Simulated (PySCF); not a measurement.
Q: Write a Z-matrix for `C(CCC(Cl)=O)C` as optimised with PBE0-D3(BJ)/def2-SVP.

A: 
Z-matrix in Å and degrees, rows numbered from 1:
```
C 
C   1  1.5200
C   2  1.5225  1  113.07
C   3  1.5182  2  112.57  1   179.36
C   4  1.4992  3  113.53  2  -179.79
O   5  1.1822  4  127.66  3    -0.61
Cl  5  1.7979  4  111.75  3   179.39
H   1  1.1002  2  111.54  3  -179.80
H   1  1.1016  2  111.26  3    60.01
H   1  1.1017  2  111.23  3   -59.62
H   2  1.1045  1  109.66  3  -122.18
H   2  1.1045  1  109.68  3   122.20
H   3  1.1028  2  110.00  1   -58.59
H   3  1.1028  2  110.00  1    57.31
H   4  1.1038  3  111.94  2    58.97
H   4  1.1037  3  112.01  2   -58.40
```

Of the pairs four or more bonds apart, O6···H13 is among the closest relative to their van der Waals radii: 2.80 Å, 103 % of the sum of Bondi's values. The 7 heavy atoms lie in one plane (0.008 Å rms). The C–C distances run from 1.499 Å (C4–C5, drawn single) to 1.523 Å (C2–C3, drawn single), a spread of 0.024 Å.

Method: PBE0-D3(BJ)/def2-SVP geometry optimisation, gas phase (PySCF 2.14.0).

Point group: Cs (tolerance 0.08 Å). No frequency check. The numbers are those of one conformer (C1–C2–C3–C4 179°, C2–C3–C4–C5 180°, C3–C4–C5–O6 -1°).

On one thread of an Arm Neoverse V2, shared host with 192 logical CPUs at a one-minute load of 56, this took 74 s of wall time and 0.57 GiB of memory at its peak. That covers the optimisation of the geometry.
